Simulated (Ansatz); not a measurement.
Program: Ansatz 0.2.0.

A structure relaxed at PBE0-D4/def2-TZVP, charge 0, multiplicity 1:

| atom | x (Å) | y (Å) | z (Å) |
| --- | --- | --- | --- |
| Al1 | -2.403 | -0.786 | -0.374 |
| C2 | -0.572 | -0.716 | 0.020 |
| C3 | 0.622 | -0.691 | 0.280 |
| O4 | 1.865 | -0.682 | 0.556 |
| Sb5 | 2.909 | 1.056 | 0.435 |
| H6 | -3.185 | -2.161 | -0.288 |
| H7 | -3.166 | 0.540 | -0.793 |
| H8 | 1.699 | 1.960 | 1.241 |
| H9 | 2.231 | 1.480 | -1.078 |

(1) Give its formula and SMILES.

(2) Point group (tolerance 0.08 Å, 0.16 Å for H)?

(3) Summarise the bond lengths by kind.

## Answers

(1) C2H4AlOSb, `[AlH2][C]#C[O][SbH2]`.

(2) Cs.

(3) 1 × Al–C 1.874 Å; 2 × Al–H 1.585 to 1.586 Å; 1 × C–C 1.222 Å; 1 × C–O 1.273 Å; 1 × O–Sb 2.031 Å; 2 × H–Sb 1.711 Å.
